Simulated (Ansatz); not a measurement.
Computed with Ansatz on PBE0-D4/def2-TZVP structures; ΔE is electronic, products minus reactants. CBS: MP2 limit from def2 TZ/QZ plus the TZ coupled-cluster correction, frozen cores. This one scheme is used for every species. Functionals use def2-TZVPP. B3LYP here is the variant with VWN-RPA as its local correlation; programs differ in this. For Se outer-core shells are correlated without core-valence functions, which leaves a few kJ/mol of doubt a bond. Scalar relativity is left out up to krypton. Each species was taken in one conformer, which may not be the lowest.

Consider the formal exchange of groups at the Se–Al bond: `C[O][AlH][SeH]` + `F[SiH3]` → `F[SiH2][SeH]` + `C[O][AlH2]`.

`C[O][AlH][SeH]`:

Z-matrix (Å, degrees):
```
C
O 1 1.395
H 1 1.095 2 110.1
H 1 1.098 2 112.7 3 120.6
H 1 1.095 2 110.0 3 -119.0
Al 2 1.679 1 138.3 3 -118.2
Se 6 2.320 2 120.8 1 0.2
H 6 1.570 2 118.8 1 -179.8
H 7 1.470 6 91.8 2 0.2
```

`F[SiH3]`:

Z-matrix (Å, degrees):
```
Si
F 1 1.600
H 1 1.482 2 108.3
H 1 1.482 2 108.3 3 -120.0
H 1 1.482 2 108.3 3 120.0
```

`F[SiH2][SeH]`:

```xyz
6

F     0.232   -0.734    1.633
Si   -0.433   -0.242    0.266
Se    0.682    1.493   -0.652
H    -0.439   -1.403   -0.648
H    -1.790    0.261    0.571
H     1.748    0.625   -1.171
```

`C[O][AlH2]`:

Z-matrix (Å, degrees):
```
C
O 1 1.397
H 1 1.098 2 112.6
H 1 1.095 2 110.1 3 120.6
H 1 1.095 2 110.1 3 -120.6
Al 2 1.686 1 134.1 3 0.5
H 6 1.585 2 118.7 1 -0.0
H 6 1.577 2 116.3 1 -180.0
```

| level | ΔE (kJ/mol) | difference from CCSD(T)/CBS |
| --- | --- | --- |
| PBE-D4 | 52.8 | -6.8 |
| r2SCAN-D4 | 57.8 | -1.8 |
| PBE0-D4 | 56.1 | -3.5 |
| B3LYP-D4 | 57.1 | -2.5 |
| ωB97X-V | 55.9 | -3.7 |
| ωB97M-V | 55.7 | -3.9 |
| B2PLYP | 59.0 | -0.6 |
| PBE | 52.6 | -7.0 |
| r2SCAN | 57.5 | -2.1 |
| PBE0 | 55.7 | -3.9 |
| B3LYP | 56.9 | -2.7 |
| HF/def2-TZVPP | 64.5 | 4.9 |
| MP2/def2-TZVPP | 62.0 | 2.4 |
| SCS-MP2/def2-TZVPP | 61.8 | 2.2 |
| CCSD/def2-TZVPP | 61.7 | 2.1 |
| CCSD(T)/def2-TZVPP | 61.3 | 1.7 |
| HF/def2-QZVPP | 63.8 | 4.2 |
| MP2/def2-QZVPP | 60.9 | 1.3 |
| SCS-MP2/def2-QZVPP | 60.8 | 1.2 |
| HF/CBS(def2) | 63.7 | 4.1 |
| MP2/CBS(def2) | 60.4 | 0.8 |
| CCSD/CBS(def2) | 60.0 | 0.4 |
| CCSD(T)/CBS | 59.6 | 0 |

Largest T1 diagnostic among the species: 0.012.

From PBE to PBE0 (25 % exact exchange), in def2-TZVPP and without D4, ΔE moves by +3.1 kJ/mol.
